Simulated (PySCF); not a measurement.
The numbers are results of PySCF with TPSSh-D3(BJ)/def2-TZVP // CAM-B3LYP-D3(BJ)/def2-TZVP, not measurements. Isolated molecules, 0 K electronic values unless said otherwise. Excitations are Tamm–Dancoff values on a coarser integration grid. The basis has no diffuse functions, so Rydberg states are missing or too high.

Reference species (SMILES): `[SiH](N)=[SiH2]` (neutral, multiplicity 1).

```
Property                  Result
----------------------  --------
S1 excitation (TDA)      4.22 eV
S1 oscillator strength     0.004
HOMO                    -5.25 eV
```

Changed species: `[H]/N=[SiH]\[SiH3]`.

Task: What does the change do to the S1 excitation (TDA), S1 oscillator strength and HOMO?

Result: the S1 excitation (TDA) falls by 0.59 eV, to 3.63 eV; the S1 oscillator strength hardly moves; the HOMO drops by 1.27 eV, to -6.52 eV.
